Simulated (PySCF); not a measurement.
First SCF of a structure search on quintet RhO₂⁻, at a hand-made linear geometry. PySCF input:

```python
from pyscf import gto, scf, dft
mol = gto.M(atom='''
Rh     0.000000     0.000000     0.000000
O      0.000000     0.000000     1.670000
O      0.000000     0.000000    -1.670000''',
    basis={'Rh': 'def2-TZVPD', 'O': 'def2-TZVPD'},
    ecp={'Rh': 'def2-TZVPD'},
    charge=-1, spin=4)
mf = dft.UKS(mol, xc='PBE')
mf.grids.atom_grid = (50, 194)
aux = {'Rh': 'def2-universal-JKFIT', 'O': 'def2-universal-JKFIT'}
mf = mf.density_fit(auxbasis=aux)
mf.conv_tol = 1e-08
mf.diis_space = 10
mf.max_cycle = 60
mf.init_guess = 'minao'
mf.verbose = 4
mf.kernel()
```

Excerpt of the output (cycles alone); a level shift of 0.3 Eh and then a second-order solver take over where DIIS stalls:

```
init E= -252.623293933466
cycle= 1 E= -259.525305150968  delta_E= -6.9  |g|= 1.89  |ddm|= 4.05
cycle= 2 E= -246.73309028868  delta_E= 12.8  |g|= 4.03  |ddm|= 72.1
cycle= 3 E= -260.073865616777  delta_E= -13.3  |g|= 1.34  |ddm|=   72
cycle= 4 E= -260.217102073266  delta_E= -0.143  |g|= 1.35  |ddm|= 1.51
cycle= 5 E= -260.837951469179  delta_E= -0.621  |g|= 0.295  |ddm|= 1.28
cycle= 6 E= -260.874219540933  delta_E= -0.0363  |g|= 0.136  |ddm|= 0.426
cycle= 7 E= -260.720485231056  delta_E= 0.154  |g|= 0.597  |ddm|= 0.868
cycle= 8 E= -260.877738377953  delta_E= -0.157  |g|= 0.0956  |ddm|= 0.857
cycle= 9 E= -260.880358622528  delta_E= -0.00262  |g|= 0.0495  |ddm|= 0.035
cycle= 10 E= -260.707991543913  delta_E= 0.172  |g|= 0.623  |ddm|= 0.857
cycle= 11 E= -260.710438923399  delta_E= -0.00245  |g|= 0.617  |ddm|= 0.00489
cycle= 12 E= -260.712417584126  delta_E= -0.00198  |g|= 0.613  |ddm|= 0.00337
cycle= 13 E= -260.710558628245  delta_E= 0.00186  |g|= 0.617  |ddm|= 0.00302
... 38 lines left out ...
cycle= 52 E= -260.880881136127  delta_E= -0.194  |g|= 0.0326  |ddm|= 0.858
cycle= 53 E= -260.880960560289  delta_E= -7.94e-05  |g|= 0.0295  |ddm|= 0.0178
cycle= 54 E= -260.880974060386  delta_E= -1.35e-05  |g|= 0.029  |ddm|= 0.000922
cycle= 55 E= -260.71692984285  delta_E= 0.164  |g|= 0.603  |ddm|= 0.856
cycle= 56 E= -260.881020721895  delta_E= -0.164  |g|= 0.0268  |ddm|= 0.856
cycle= 57 E= -260.711631217902  delta_E= 0.169  |g|= 0.615  |ddm|= 0.856
cycle= 58 E= -260.712261996573  delta_E= -0.000631  |g|= 0.614  |ddm|= 0.00137
cycle= 59 E= -260.712330302088  delta_E= -6.83e-05  |g|= 0.614  |ddm|= 0.00419
cycle= 60 E= -260.710771395977  delta_E= 0.00156  |g|= 0.617  |ddm|= 0.00599
SCF not converged.
init E= -252.623293933466
cycle= 1 E= -259.857826725134  delta_E= -7.23  |g|= 1.61  |ddm|= 3.81
cycle= 2 E= -250.428479761266  delta_E= 9.43  |g|= 3.63  |ddm|= 73.6
cycle= 3 E= -260.082597241773  delta_E= -9.65  |g|= 0.999  |ddm|= 73.1
cycle= 4 E= -260.352778631371  delta_E= -0.27  |g|= 0.759  |ddm|= 2.71
cycle= 5 E= -260.493457009172  delta_E= -0.141  |g|= 0.508  |ddm|= 0.861
cycle= 6 E= -260.585121634775  delta_E= -0.0917  |g|= 0.226  |ddm|= 0.536
cycle= 7 E= -260.610837250081  delta_E= -0.0257  |g|= 0.0397  |ddm|= 0.346
cycle= 8 E= -260.613128531217  delta_E= -0.00229  |g|= 0.0252  |ddm|= 0.189
cycle= 9 E= -260.613722018818  delta_E= -0.000593  |g|= 0.01  |ddm|= 0.0989
cycle= 10 E= -260.613909201614  delta_E= -0.000187  |g|= 0.00527  |ddm|= 0.0564
cycle= 11 E= -260.613980790164  delta_E= -7.16e-05  |g|= 0.00369  |ddm|= 0.0339
cycle= 12 E= -260.614010369421  delta_E= -2.96e-05  |g|= 0.00236  |ddm|= 0.0207
cycle= 13 E= -260.614021891152  delta_E= -1.15e-05  |g|= 0.0016  |ddm|= 0.0132
... 42 lines left out ...
cycle= 56 E= -260.881297342504  delta_E= -2.28e-07  |g|= 0.000299  |ddm|= 0.00137
cycle= 57 E= -260.881297482468  delta_E= -1.4e-07  |g|= 0.000246  |ddm|= 0.00103
cycle= 58 E= -260.881297572206  delta_E= -8.97e-08  |g|= 0.000183  |ddm|= 0.000783
cycle= 59 E= -260.881297626023  delta_E= -5.38e-08  |g|= 0.000138  |ddm|= 0.000596
cycle= 60 E= -260.881297657369  delta_E= -3.13e-08  |g|= 0.000116  |ddm|= 0.000457
cycle= 61 E= -260.881297676214  delta_E= -1.88e-08  |g|= 0.000103  |ddm|= 0.000352
cycle= 62 E= -260.881297688182  delta_E= -1.2e-08  |g|= 8.72e-05  |ddm|= 0.000272
cycle= 63 E= -260.881297695985  delta_E= -7.8e-09  |g|= 6.9e-05  |ddm|= 0.000211
Extra cycle  E= -260.70563488034  delta_E= 0.176  |g|= 0.628  |ddm|= 0.856
SCF not converged.
macro= 0  E= -260.8535634303  delta_E= -0.147929  |g|= 0.0414666  3 KF 9 JK
macro= 1  E= -260.854335096533  delta_E= -0.000771666  |g|= 0.000330899  3 KF 11 JK
macro= 2  E= -260.854335096535  delta_E= -1.47793e-12  |g|= 2.17055e-05  1 KF 2 JK
macro X = 3  E=-260.854335096535  |g|= 2.17055e-05  total 8 KF 26 JK
converged SCF energy = -260.854335096535  <S^2> = 6.0069278  2S+1 = 5.0027704
```

No lower solution of this spin was found from smeared starts or by a stability analysis within the unrestricted form.

Other spin states or occupations of the open shell can lie lower.

The search for the lowest solution, 3 starts and the stability check together, took roughly 3 core-minutes on a shared host.
